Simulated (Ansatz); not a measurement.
**A basis-limit estimate, worked out**

An elementary step of BNH3ClF2, closed shell (BNH₂F₂ ([NH2][B]([F])[F]) + HCl → BClF₂ ([F][B]([F])[Cl]) + NH₃ (still joined by a long B–N bond); bonds formed: B1–Cl6, N2–H5; bonds broken: H5–Cl6; bonds weakened to dative contacts: B1–N2). “Start” is the structure reached by relaxing down from the saddle towards the reactants; PBE0-D4/def2-TZVP structures. The saddle:

```xyz
8
angstrom
B -0.3846 -0.7313 0.0411
N -0.2780 0.7671 -0.0238
F -0.6452 -1.3774 -1.0722
F -0.5802 -1.2829 1.2168
H 0.9583 0.6150 -0.0526
Cl 2.1445 -0.4504 -0.0423
H -0.6312 1.1954 -0.8708
H -0.5836 1.2646 0.8038
```

Ansatz 0.2.0; basis: def2-TZVPP and def2-QZVPP; cores frozen in the correlated methods.

Energies in eV:

| quantity | saddle | start |
| --- | --- | --- |
| Hartree–Fock, triple zeta (X = 3) | -20124.00577 | -20125.09920 |
| Hartree–Fock, quadruple zeta (X = 4) | -20124.70294 | -20125.79654 |
| MP2 correlation, X = 3 | -27.89785 | -27.51892 |
| MP2 correlation, X = 4 | -30.39794 | -29.99063 |
| CCSD(T) correlation, X = 3 | -29.56884 | -29.25574 |

Task: Work out the barrier at the basis limit: extrapolate Hartree–Fock as E(X) = E∞ + A exp(−7.88 √X) and the MP2 correlation as E(X) = E∞ + B X^−2.97 (the exponents that Neese and Valeev fitted for def2-TZVPP and QZVPP), then add CCSD(T) − MP2 in triple zeta.

Result: Each step is linear, so take the differences first (saddle − start): Hartree–Fock 1.09343 (X = 3) and 1.09360 (X = 4); MP2 correlation -0.37893 and -0.40731; CCSD(T) correlation -0.31310.
Two points give E∞ = E(4) + w [E(4) − E(3)], with w = 1/(exp(7.88 (2 − √3)) − 1) = 0.1377 for Hartree–Fock and w = 1/((4/3)^2.97 − 1) = 0.7407 for the correlation.
Hartree–Fock: 1.09360 + 0.1377 × 0.00017 = 1.0936 eV.
MP2 correlation: -0.40731 + 0.7407 × (-0.02838) = -0.4283 eV.
CCSD(T) − MP2: -0.31310 − (-0.37893) = 0.0658 eV.
Sum: 1.0936 + (-0.4283) + 0.0658 = 0.7311 eV, or 16.86 kcal/mol. Plain CCSD(T) in triple zeta gives 0.7803 eV, so the larger basis shifts the result by -0.0492 eV.

The T1 diagnostic stays at or below 0.012.

Hydrogen chloride, the by-product of chloride precursors, can attack films and sites by steps of this kind.

Labels in which every atom is bracketed show which atoms are joined, not bond orders.

For scale, one of the runs: CCSD(T)/def2-TZVPP, 208 basis functions, launched by `ansatz run in.yaml --threads 4 --pin off --events-out ev --progress --plain --max-ram 9574MiB`. The run took 100 s on 4 CPU threads of an Intel Xeon (shared host), with 3 GiB of host memory at its peak.
